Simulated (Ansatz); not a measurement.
Stepwise reaction of `[SH][Al]([SH])[SH]` with hydrogen fluoride, as a gas-phase model of exchange steps in deposition or etching. ΔE in kJ/mol.

Calculated with Ansatz (gas phase, PBE0-D4/def2-TZVP geometries, no zero-point term in ΔE). CBS: MP2 limit from def2 TZ/QZ plus the TZ coupled-cluster correction, frozen cores. This one scheme is used for every species. Functionals use def2-TZVPP. B3LYP here is the variant with VWN-RPA as its local correlation; programs differ in this. One conformer a species, not always the lowest.

| step | reaction | PBE-D4 | B3LYP-D4 | ωB97M-V | CCSD(T)/CBS |
| --- | --- | --- | --- | --- | --- |
| 1 | `[SH][Al]([SH])[SH]` + H–F → `[F][Al]([SH])[SH]` + H₂S | -62.0 | -74.2 | -72.9 | -67.8 |
| 2 | `[F][Al]([SH])[SH]` + H–F → `[F][Al]([F])[SH]` + H₂S | -59.3 | -71.9 | -69.6 | -66.9 |

**Question.** Give the row of step 3, `[F][Al]([F])[SH]` + H–F → `[F][Al]([F])[F]` + H₂S. (Best estimate.)

**Answer.** Ansatz gave: 
```json
{"step": "3", "reaction": "`[F][Al]([F])[SH]` + H–F → `[F][Al]([F])[F]` + H₂S", "PBE-D4": "-51.8", "B3LYP-D4": "-64.2", "ωB97M-V": "-62.1", "CCSD(T)/CBS": "-61.8"}
```

**Question.** By hand: ΔE of the 3 steps together at CCSD(T)/CBS.

**Answer.** (-67.8) + (-66.9) + (-61.8) = -196.5 kJ/mol, or -65.5 kJ/mol a step.

In ΔE step 1 is the lowest and step 3 the highest. All are downhill at CCSD(T)/CBS. PBE-D4 differs from CCSD(T)/CBS by 5.8 to 10.0 kJ/mol a step. Isolated molecules leave out the surface, adducts and barriers. Largest T1 diagnostic: 0.013.
